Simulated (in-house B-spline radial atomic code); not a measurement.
## RPA and G0W0 on PBE0: Ge4+

Configuration [Ar] 3d10, mean-field start PBE0. Computed with an all-electron radial atomic-structure program (B-spline basis): all electrons, scalar-relativistic (spin-free one-electron X2C), finite nucleus, each spin shell either full or empty, empty states to l = 9 with an (l + 1/2)⁻⁴ tail; G0W0 by contour deformation at full frequency.

Command:
```bash
python run_gw.py task.json out
```
Settings (radii: box in bohr, nucleus in fm):
```
Z                        32
electrons                28
configuration            [Ar] 3d10
hamiltonian              x2c
method                   pbe0
lmax                     9
rms_radius               4.0742
spin_polarised           False
box_radius               11.96
intervals                68
```

Run time, properties included: 2.7 s on 1 thread of Arm Neoverse N1, with other jobs on the host.

Energies (hartree):

```tsv
term	value
mean-field total	-2094.70720
Hartree-Fock functional on these orbitals	-2093.44976
direct second order	-2.4318
second-order exchange	0.70532
SOSEX correction	0.64841
```

What is the RPA correlation energy, and what remains with SOSEX?

RPA gives -2.0987 hartree (-2.04 eV per electron); RPA + SOSEX gives -1.4503, and the second-order doubles -1.7265 hartree (no singles). SOSEX takes back 31 % of the RPA value.

Quasi-particle levels (eV):

```tsv
level	occupied	mean field	Σx - vxc	Σc	QP weight	G0W0
3d	yes	-81.92	-11.19	?	?	?
4s	no	-50.34	5.88	-1.37	0.989	-45.83
```

G0W0 = mean field + (Σx - vxc) + Σc, with Σc (partial-wave tail included) taken at the quasi-particle energy. Only the outer levels were computed. Levels of low weight are left out.

Where does G0W0 put 3d?

At -90.89 eV, with Σc = 2.22 eV and a quasi-particle weight of 0.948. The tabulated removal energy is 90.5 ± 0.019 eV (NIST, measured); the calculation leaves out spin-orbit coupling, Breit and QED terms, and what these don't explain is the method's own error.
